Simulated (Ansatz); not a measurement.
The first iterations of a band of BrH + CH5B (9 atoms, charge 0, multiplicity 1).

All numbers below come from Ansatz 0.2.0, RHF/def2-SVP.

- movable images: 7
- climbing image: yes
- spring: 5.0 eV/Å²
- optimiser: quadratic models (default)
- start path: through a guess of the saddle point
- force threshold: 0.05 eV/Å
- iteration limit: 60
- end points: relaxed

First end point:

```xyz
9
Properties=species:S:1:pos:R:3
B 0.129 -0.364 -0.130
H 0.170 -0.641 1.042
C 1.452 -0.215 -0.965
H 1.713 -1.236 -1.283
H 1.341 0.381 -1.873
H 2.299 0.155 -0.384
H -0.952 -0.284 -0.650
Br -0.172 3.055 1.371
H -0.358 2.234 2.501
```

Last end point:

```xyz
9
Properties=species:S:1:pos:R:3
B 0.081 0.758 -0.912
H -0.098 -0.291 3.453
C 1.450 0.032 -1.128
H 1.439 -0.898 -0.548
H 1.544 -0.268 -2.176
H 2.324 0.614 -0.840
H -0.962 0.279 -1.244
Br -0.038 2.495 -0.069
H -0.120 0.363 3.092
```

| iteration | highest image above the first end (eV) | largest band force component (eV/Å) |
| --- | --- | --- |
| 1 | 2.688 | 4.599 |
| 2 | 1.432 | 2.462 |
| 3 | 0.862 | 1.556 |

Question: Does the band converge within its limit, and where does its top end?

Answer: The forces met the threshold. It ended after 10 iterations with the highest image 1.131 eV above the first end. A vibrational analysis at the climbing image gives one clearly imaginary mode, 1192i cm⁻¹: a first-order saddle point. The orbitals stay closed-shell, which can raise the energy where a bond breaks towards radicals; this wasn't checked here.

Time of the run: 2.1 min on 1 thread of Arm Neoverse V1, on a shared host, peak memory 0.17 GiB.
